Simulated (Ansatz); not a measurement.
H₃AlAsFO (SMILES [OH][Al]([F])[AsH2]), singlet, at the geometry of the source list, with bond 5-1 at 1.8 times its length; CASSCF(6,5)/STO-3G (Ansatz, an electronic-structure program).

Here is a job for Ansatz.
Ansatz 0.2 input:
```yaml
crystal:
  periodic: [false, false, false]
  atoms:
    - {symbol: Al, position_ang: [0.37950000, 0.42190000, 0.06120000]}
    - {symbol: As, position_ang: [-1.43040000, -1.13160000, 0.13690000]}
    - {symbol: H, position_ang: [-1.23870000, -1.32270000, -1.34960000]}
    - {symbol: H, position_ang: [-2.37050000, 0.01130000, -0.17080000]}
    - {symbol: F, position_ang: [0.14730000, 2.92570000, -1.57788000]}
    - {symbol: O, position_ang: [1.78080000, 0.13310000, 0.87490000]}
    - {symbol: H, position_ang: [2.62870000, 0.07510000, 1.29670000]}
basis:
  gaussian:
    orbitals: STO-3G
hamiltonian:
  xc: hf
magnetization: {spin_polarized: false}
correlation: {active_space: {window: {electrons: 6, orbitals: 5}}}
```

Output, abridged:

```
Functional definition: HF
453 factors; integrals over basis functions are off by at most 6.8e-5 eV
mean field evaluation 1: about -71333.9393 eV, gradient 2.5e1 eV
mean field evaluation 2: about -71333.9642 eV, gradient 2.5e1 eV
mean field evaluation 4: about -71338.3445 eV, gradient 1.0e1 eV
mean field evaluation 8: about -71339.6707 eV, gradient 1.1e-1 eV
mean field -71339.67100816 eV, -2621.6845537840 hartree, gradient 1.8e-6 eV, S^2 0.000000; 0 other end points of the search recorded, 0 dependent functions left out
reference -71339.67100816 eV, -2621.6845537840 hartree; 33, 33 occupied and 7, 7 virtual orbitals, 453 factors
state -71344.59895055 eV, -2621.8656523268 hartree
Total energy: -71344.59895055 eV, -2621.8656523268 hartree
```
